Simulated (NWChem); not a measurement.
System: C4H3NS; SMILES C#C[C@@H]1N=CS1

NWChem printed, in part:

```
             Northwest Computational Chemistry Package (NWChem) 7.3.0
             --------------------------------------------------------

                             Geometry "geometry" -> ""
                             -------------------------

 Output coordinates in angstroms (scale by  1.889725989 to convert to a.u.)

  No.       Tag          Charge          X              Y              Z
 ---- ---------------- ---------- -------------- -------------- --------------
    1 C                    6.0000    -0.25852400    -2.71377400     0.33971100
    2 C                    6.0000    -0.02512000    -1.58813700    -0.07700200
    3 C                    6.0000     0.25285900    -0.26921300    -0.59002000
    4 N                    7.0000     1.41607900     0.43398800    -0.02480900
    5 C                    6.0000     0.73734400     1.44487200     0.41399900
    6 S                   16.0000    -0.95363400     1.11578900     0.00820700
    7 H                    1.0000    -0.45969600    -3.70751300     0.71548700
    8 H                    1.0000     0.26054300    -0.24031900    -1.70077500
    9 H                    1.0000     1.13613300     2.34008900     0.92578400

 Effective nuclear repulsion energy (a.u.)     243.4186823050

                                 NWChem DFT Module
                                 -----------------

 Summary of "ao basis" -> "ao basis" (spherical)
 ------------------------------------------------------------------------------
       Tag                 Description            Shells   Functions and Types
 ---------------- ------------------------------  ------  ---------------------
 C                          def2-svp                 6       14   3s2p1d
 N                          def2-svp                 6       14   3s2p1d
 S                          def2-svp                 8       18   4s3p1d
 H                          def2-svp                 3        5   2s1p

            General Information
            -------------------
          SCF calculation type: DFT
          Wavefunction type:  closed shell.
          No. of atoms     :     9
          No. of electrons :    50
           Alpha electrons :    25
            Beta electrons :    25
          Charge           :     0
          Spin multiplicity:     1
          Use of symmetry is: off; symmetry adaption is: off
          Maximum number of iterations: 150
          AO basis - number of functions:   103
                     number of shells:    47
          Convergence on energy requested:  1.00D-06
          Convergence on density requested:  1.00D-05
          Convergence on gradient requested:  5.00D-04

              XC Information
              --------------
                         B3LYP Method XC Potential
                     Hartree-Fock (Exact) Exchange  0.200
                        Slater Exchange Functional  0.800 local
                    Becke 1988 Exchange Functional  0.720 non-local
              Lee-Yang-Parr Correlation Functional  0.810
                  VWN I RPA Correlation Functional  0.190 local

             Grid Information
             ----------------
          Grid used for XC integration:  medium
          Radial quadrature: Mura-Knowles
          Angular quadrature: Lebedev.
          Tag              B.-S. Rad. Rad. Pts. Rad. Cut. Ang. Pts.
          ---              ---------- --------- --------- ---------
          C                   0.70       49          13.0       434
          N                   0.65       49          12.0       434
          S                   1.00       88          12.0       590
          H                   0.35       45          14.0       434
          Grid pruning is: on
          Number of quadrature shells:   468
          Spatial weights used:  Erf1

      Superposition of Atomic Density Guess
      -------------------------------------

 Sum of atomic energies:        -603.58857919

      Non-variational initial energy
      ------------------------------

 Total energy =    -606.654299
 1-e energy   =   -1310.073502
 2-e energy   =     460.000520
 HOMO         =      -0.281722
 LUMO         =      -0.011844

     ---------------------------------------------
      Total Density - Mulliken Population Analysis
     ---------------------------------------------

    Atom       Charge   Shell Charges
 -----------   ------   -------------------------------------------------------
    1 C    6     6.41   1.99  0.99  0.64  1.93  0.84  0.03
    2 C    6     5.77   1.99  0.98  0.22  1.92  0.62  0.04
    3 C    6     5.82   1.99  0.92  0.29  1.67  0.90  0.06
    4 N    7     7.62   1.99  1.09  0.62  2.42  1.47  0.03
    5 C    6     5.62   1.99  0.95  0.28  1.63  0.70  0.06
    6 S   16    16.11   2.00  1.99  1.21  0.68  5.94  1.73  2.51  0.05
    7 H    1     0.86   0.62  0.22  0.03
    8 H    1     0.88   0.67  0.19  0.02
    9 H    1     0.90   0.67  0.22  0.02

   convergence    iter        energy       DeltaE   RMS-Dens  Diis-err
 ---------------- ----- ----------------- --------- --------- ---------
 d= 0,ls=0.0,diis     1   -606.6602307683 -8.50D+02  1.58D-02  9.20D-01
 d= 0,ls=0.0,diis     2   -606.5537811542  1.06D-01  9.81D-03  1.92D+00
 d= 0,ls=0.0,diis     3   -606.7651256669 -2.11D-01  3.29D-03  1.12D-01
 d= 0,ls=0.0,diis     4   -606.7726609263 -7.54D-03  1.82D-03  4.18D-02
 d= 0,ls=0.0,diis     5   -606.7779637581 -5.30D-03  4.36D-04  1.22D-03
  Resetting Diis
 d= 0,ls=0.0,diis     6   -606.7781319060 -1.68D-04  1.19D-04  1.45D-04
 d= 0,ls=0.0,diis     7   -606.7781474523 -1.55D-05  1.39D-04  3.75D-05
 d= 0,ls=0.0,diis     8   -606.7781218458  2.56D-05  9.77D-05  2.37D-04
 d= 0,ls=0.0,diis     9   -606.7781521734 -3.03D-05  8.70D-06  1.13D-06
 d= 0,ls=0.0,diis    10   -606.7781523211 -1.48D-07  1.79D-06  5.29D-08

         Total DFT energy =     -606.778152321074
      One electron energy =    -1313.456066307909
           Coulomb energy =      518.513343115852
    Exchange-Corr. energy =      -55.254111434040
 Nuclear repulsion energy =      243.418682305024

 Numeric. integr. density =       49.999996171193

                       DFT Final Molecular Orbital Analysis
                       ------------------------------------

 Vector   23  Occ=2.000000D+00  E=-2.886992D-01
              MO Center= -5.2D-02, -1.7D+00,  7.0D-02, r^2= 2.9D+00
   Bfn.  Coefficient  Atom+Function         Bfn.  Coefficient  Atom+Function
  ----- ------------  ---------------      ----- ------------  ---------------
     6      0.382978  1 C  pz                20      0.350373  2 C  pz
     9      0.226080  1 C  pz                23      0.190192  2 C  pz
    94      0.145598  8 H  s                  5      0.140983  1 C  py
    19      0.138417  2 C  py                46     -0.132027  4 N  px
    22      0.121410  2 C  py                34     -0.121915  3 C  pz

 Vector   24  Occ=2.000000D+00  E=-2.740955D-01
              MO Center=  4.5D-01,  2.3D-01,  4.7D-02, r^2= 3.7D+00
   Bfn.  Coefficient  Atom+Function         Bfn.  Coefficient  Atom+Function
  ----- ------------  ---------------      ----- ------------  ---------------
    46      0.388378  4 N  px                81     -0.322005  6 S  px
    49     -0.263388  4 N  px                78     -0.243474  6 S  px
    45     -0.225127  4 N  s                 32      0.198673  3 C  px
    83      0.180546  6 S  pz                 4     -0.162944  1 C  px
    44     -0.135145  4 N  s                 75     -0.134042  6 S  px

 Vector   25  Occ=2.000000D+00  E=-2.529635D-01
              MO Center= -3.1D-01,  6.8D-01, -3.6D-03, r^2= 3.2D+00
   Bfn.  Coefficient  Atom+Function         Bfn.  Coefficient  Atom+Function
  ----- ------------  ---------------      ----- ------------  ---------------
    83      0.464614  6 S  pz                82     -0.328681  6 S  py
    80      0.322091  6 S  pz                48      0.252944  4 N  pz
    79     -0.230102  6 S  py                51     -0.191684  4 N  pz
    77      0.181770  6 S  pz                 4      0.143485  1 C  px
    47     -0.139607  4 N  py                76     -0.129191  6 S  py

[...]

                     NWChem Electrostatic Potential Fit Module
                     -----------------------------------------

 Atom parameters

 Number of atoms is                                    9
 Number of basis functions is                        103

 Grid parameters

 Maximum number of grid points is                  38164
 Number of grid points is                          38163
 Grid range                                     0.300000 nm
 Grid spacing                                   0.020000 nm
 Probe radius                                   0.070000 nm
 Atom radius factor                             1.000000

 Atomic radii

    1    0.100000
    6    0.147000
    7    0.140000
   16    0.174000
 FASTESP  F
  using M.O. file = ./job.movecs

    Atom              Coordinates                           Charge

                                                  ESP

    1 C    -0.025852   -0.271377    0.033971   -0.311698
    2 C    -0.002512   -0.158814   -0.007700   -0.146114
    3 C     0.025286   -0.026921   -0.059002    0.717102
    4 N     0.141608    0.043399   -0.002481   -0.588623
    5 C     0.073734    0.144487    0.041400    0.252383
    6 S    -0.095363    0.111579    0.000821   -0.239598
    7 H    -0.045970   -0.370751    0.071549    0.263902
    8 H     0.026054   -0.024032   -0.170078   -0.048164
    9 H     0.113613    0.234009    0.092578    0.100810
                                            ------------
                                                0.000000

 Dipole moment                                  0.333695

 Quadrupole moment Qxx                        -13.895799
                   Qyy                         14.136301
                   Qzz                         -0.240502

 RMS deviation kJ/mol                           0.081461

 RRMS %                                        36.347004
```

Level: B3LYP/def2-SVP. The geometry was optimised at PBE-D3(BJ)/def2-SVP.

Problem. Reconstruct the input file.

Solution. This is not unique; one that fits is the input that was run:
```
start job
memory heap 200 mb stack 900 mb global 1100 mb
geometry units angstroms noautosym nocenter noautoz
  C     -0.258524    -2.713774     0.339711
  C     -0.025120    -1.588137    -0.077002
  C      0.252859    -0.269213    -0.590020
  N      1.416079     0.433988    -0.024809
  C      0.737344     1.444872     0.413999
  S     -0.953634     1.115789     0.008207
  H     -0.459696    -3.707513     0.715487
  H      0.260543    -0.240319    -1.700775
  H      1.136133     2.340089     0.925784
end
basis spherical
  C library def2-svp
  N library def2-svp
  S library def2-svp
  H library def2-svp
end
dft
  xc b3lyp
  iterations 150
  mulliken
end
task dft energy
esp
  recalculate
  probe 0.07
  range 0.3
  factor 1.0
  spacing 0.02
end
task esp
```
